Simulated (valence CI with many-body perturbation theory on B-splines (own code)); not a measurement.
## Tm LV: calculated level list

Calculated by configuration interaction combined with many-body perturbation theory (CI+MBPT): five valence electrons over a frozen Dirac-Fock core [Ne], radial functions for each j: 11 s, 11 p, 10 d, 8 f, 5 g, 2 h, with the one-electron correlation potential Σ1 (screened to all orders), the two-electron term Σ2, the three-electron term Σ3, Breit, model QED; selected single and double excitations, second order for the rest, scaled by the run's own slope (own B-spline code, finite nucleus).

No measured spectrum was set against this ion. As an estimate, large intervals hold to a few tenths of a per cent, small ones and those within an open d or f shell to about a per cent. Among the levels kept, up to 3100 cm⁻¹ of a level comes from second order outside the variational space, and about a tenth of that is noise between levels of different J, which matters for small intervals.

Levels 1 to 45 of 166, with energies above the lowest level, (3s^2 3p1/2^2 3p3/2) J=3/2. "Leading %" is the weight of the configuration and term that name the level; weights of strongly mixed levels are sums over their largest components and can fall short. In the jj column 3d3/2^4 stands for four electrons in 3d with j = 3/2.

| No. | Configuration | Term | J | E (eV) | Leading % | g | Second component | Leading jj |
| --- | --- | --- | --- | --- | --- | --- | --- | --- |
| 1 | 3s2 3p3 | 2P° | 3/2 | 0.00 | 47 | 1.350 | 27 % 3s2 3p3 2D° | 3s^2 3p1/2^2 3p3/2 (99 %) |
| 2 | 3s2 3p2 3d | 2D | 3/2 | 209.79 | 40 | 0.778 | 34 % 3s2 3p2 3d 4F | 3s^2 3p1/2^2 3d3/2 (99 %) |
| 3 | 3s2 3p3 | 4S° | 3/2 | 241.66 | 55 | 1.452 | 44 % 3s2 3p3 2D° | 3s^2 3p1/2 3p3/2^2 (99 %) |
| 4 | 3s2 3p3 | 2D° | 5/2 | 252.61 | 99 | 1.188 |  | 3s^2 3p1/2 3p3/2^2 (99 %) |
| 5 | 3s2 3p3 | 2P° | 1/2 | 266.59 | 99 | 0.650 |  | 3s^2 3p1/2 3p3/2^2 (99 %) |
| 6 | 3s2 3p2 3d | 2D | 5/2 | 279.64 | 32 | 1.200 | 20 % 3s2 3p2 3d 4D | 3s^2 3p1/2^2 3d5/2 (97 %) |
| 7 | 3s 3p4 | 4P | 5/2 | 397.91 | 66 | 1.459 | 26 % 3s 3p4 2D | 3s 3p1/2^2 3p3/2^2 (91 %) |
| 8 | 3s 3p4 | 2P | 3/2 | 425.59 | 33 | 1.148 | 26 % 3s 3p4 2D | 3s 3p1/2^2 3p3/2^2 (70 %) |
| 9 | 3s 3p4 | 2S | 1/2 | 426.62 | 53 | 2.073 | 25 % 3s 3p4 4P | 3s 3p1/2^2 3p3/2^2 (85 %) |
| 10 | 3s2 3p2 3d | 4F | 5/2 | 449.39 | 46 | 0.956 | 46 % 3s2 3p2 3d 2F | 3s^2 3p1/2 3p3/2 3d3/2 (98 %) |
| 11 | 3s2 3p2 3d | 4F | 3/2 | 452.22 | 33 | 0.906 | 29 % 3s2 3p2 3d 4D | 3s^2 3p1/2 3p3/2 3d3/2 (92 %) |
| 12 | 3s2 3p2 3d | 4D | 1/2 | 452.22 | 80 | 0.208 | 13 % 3s2 3p2 3d 2P | 3s^2 3p1/2 3p3/2 3d3/2 (99 %) |
| 13 | 3s2 3p2 3d | 2G | 7/2 | 460.66 | 50 | 1.029 | 26 % 3s2 3p2 3d 2F | 3s^2 3p1/2 3p3/2 3d3/2 (97 %) |
| 14 | 3s2 3p2 3d | 2D | 5/2 | 487.62 | 35 | 1.170 | 24 % 3s2 3p2 3d 2F | 3s^2 3p1/2 3p3/2 3d3/2 (91 %) |
| 15 | 3s2 3p2 3d | 2P | 1/2 | 496.30 | 38 | 1.667 | 32 % 3s2 3p2 3d 4P | 3s^2 3p1/2 3p3/2 3d3/2 (88 %) |
| 16 | 3s2 3p2 3d | 2D | 3/2 | 496.45 | 26 | 1.226 | 23 % 3s2 3p2 3d 4P | 3s^2 3p1/2 3p3/2 3d3/2 (78 %) |
| 17 | 3s2 3p2 3d | 4D | 7/2 | 508.20 | 47 | 1.303 | 37 % 3s2 3p2 3d 4F | 3s^2 3p1/2 3p3/2 3d5/2 (99 %) |
| 18 | 3s2 3p3 | 2P° | 3/2 | 509.95 | 51 | 1.301 | 28 % 3s2 3p3 2D° | 3s^2 3p3/2^3 (98 %) |
| 19 | 3s2 3p2 3d | 2P | 3/2 | 518.61 | 44 | 1.344 | 23 % 3s2 3p2 3d 4P | 3s^2 3p1/2 3p3/2 3d5/2 (95 %) |
| 20 | 3s2 3p2 3d | 2G | 9/2 | 520.12 | 61 | 1.185 | 38 % 3s2 3p2 3d 4F | 3s^2 3p1/2 3p3/2 3d5/2 (99 %) |
| 21 | 3s2 3p2 3d | 2F | 5/2 | 522.14 | 35 | 1.124 | 26 % 3s2 3p2 3d 2D | 3s^2 3p1/2 3p3/2 3d5/2 (95 %) |
| 22 | 3s2 3p2 3d | 2D | 5/2 | 542.24 | 41 | 1.266 | 33 % 3s2 3p2 3d 4P | 3s^2 3p1/2 3p3/2 3d5/2 (93 %) |
| 23 | 3s2 3p2 3d | 2F | 7/2 | 542.51 | 59 | 1.118 | 18 % 3s2 3p2 3d 2G | 3s^2 3p1/2 3p3/2 3d5/2 (95 %) |
| 24 | 3s2 3p2 3d | 2D | 3/2 | 550.40 | 61 | 0.930 | 21 % 3s2 3p2 3d 2P | 3s^2 3p1/2 3p3/2 3d5/2 (97 %) |
| 25 | 3s2 3p2 3d | 2P | 1/2 | 553.93 | 54 | 1.232 | 36 % 3s2 3p2 3d 2S | 3s^2 3p1/2 3p3/2 3d5/2 (95 %) |
| 26 | 3s 3p3 3d | 4D° | 5/2 | 603.15 | 29 | 1.268 | 21 % 3s 3p3 3d 4F° | 3s 3p1/2^2 3p3/2 3d3/2 (94 %) |
| 27 | 3s 3p3 3d | 4D° | 3/2 | 605.18 | 26 | 1.270 | 24 % 3s 3p3 3d 6D° | 3s 3p1/2^2 3p3/2 3d3/2 (95 %) |
| 28 | 3s 3p3 3d | 4P° | 1/2 | 606.99 | 44 | 2.418 | 31 % 3s 3p3 3d 6D° | 3s 3p1/2^2 3p3/2 3d3/2 (96 %) |
| 29 | 3s 3p3 3d | 4F° | 7/2 | 612.38 | 23 | 1.263 | 18 % 3s 3p3 3d 6D° | 3s 3p1/2^2 3p3/2 3d3/2 (91 %) |
| 30 | 3s 3p3 3d | 2D° | 3/2 | 629.32 | 27 | 1.002 | 13 % 3s 3p3 3d 4F° | 3s 3p1/2^2 3p3/2 3d3/2 (81 %) |
| 31 | 3s 3p3 3d | 4G° | 5/2 | 640.80 | 22 | 0.876 | 21 % 3s 3p3 3d 2F° | 3s 3p1/2^2 3p3/2 3d3/2 (81 %) |
| 32 | 3s 3p3 3d | 4D° | 1/2 | 644.58 | 44 | 0.558 | 24 % 3s 3p3 3d 2P° | 3s 3p1/2^2 3p3/2 3d3/2 (87 %) |
| 33 | 3s 3p4 | 4P | 3/2 | 650.94 | 68 | 1.482 | 18 % 3s 3p4 2D | 3s 3p1/2 3p3/2^3 (86 %) |
| 34 | 3s 3p3 3d | 4F° | 9/2 | 662.60 | 48 | 1.354 | 32 % 3s 3p3 3d 6D° | 3s 3p1/2^2 3p3/2 3d5/2 (98 %) |
| 35 | 3s 3p4 | 2D | 5/2 | 666.96 | 63 | 1.290 | 23 % 3s 3p4 4P | 3s 3p1/2 3p3/2^3 (85 %) |
| 36 | 3s2 3p 3d2 | 4G° | 5/2 | 671.42 | 44 | 0.776 | 29 % 3s2 3p 3d2 2F° | 3s^2 3p1/2 3d3/2^2 (81 %) |
| 37 | 3s 3p3 3d | 4D° | 5/2 | 677.60 | 31 | 1.380 | 20 % 3s 3p3 3d 4P° | 3s 3p1/2^2 3p3/2 3d5/2 (95 %) |
| 38 | 3s 3p3 3d | 2F° | 7/2 | 685.23 | 30 | 1.255 | 28 % 3s 3p3 3d 4D° | 3s 3p1/2^2 3p3/2 3d5/2 (87 %) |
| 39 | 3s 3p4 | 2P | 1/2 | 685.60 | 46 | 1.367 | 28 % 3s 3p4 4P | 3s 3p1/2 3p3/2^3 (74 %) |
| 40 | 3s 3p3 3d | 2D° | 3/2 | 686.63 | 32 | 1.138 | 18 % 3s 3p3 3d 4D° | 3s 3p1/2^2 3p3/2 3d5/2 (87 %) |
| 41 | 3s 3p4 | 2P | 3/2 | 687.86 | 41 | 1.128 | 27 % 3s 3p4 2D | 3s 3p1/2 3p3/2^3 (76 %) |
| 42 | 3s 3p3 3d | 2F° | 7/2 | 701.01 | 27 | 1.173 | 16 % 3s 3p3 3d 4D° | 3s 3p1/2^2 3p3/2 3d5/2 (88 %) |
| 43 | 3s 3p3 3d | 2P° | 1/2 | 708.48 | 44 | 0.626 | 37 % 3s 3p3 3d 4D° | 3s 3p1/2^2 3p3/2 3d5/2 (93 %) |
| 44 | 3s2 3p 3d2 | 4D° | 1/2 | 709.54 | 37 | 0.642 | 34 % 3s2 3p 3d2 2P° | 3s^2 3p1/2 3d3/2^2 (84 %) |
| 45 | 3s2 3p 3d2 | 4F° | 3/2 | 712.49 | 30 | 0.870 | 24 % 3s2 3p 3d2 2D° | 3s^2 3p1/2 3d3/2^2 (66 %) |

Where two levels of one J and parity lie close, their mixing, g and order are uncertain.

The ionisation energy to 3s2 3p2 3P_0 of the next ion comes out as 5159.4 eV (NIST: 5157 ± 5 eV (theoretical)). All 166 levels together are meant to be complete up to 1083.11 eV.
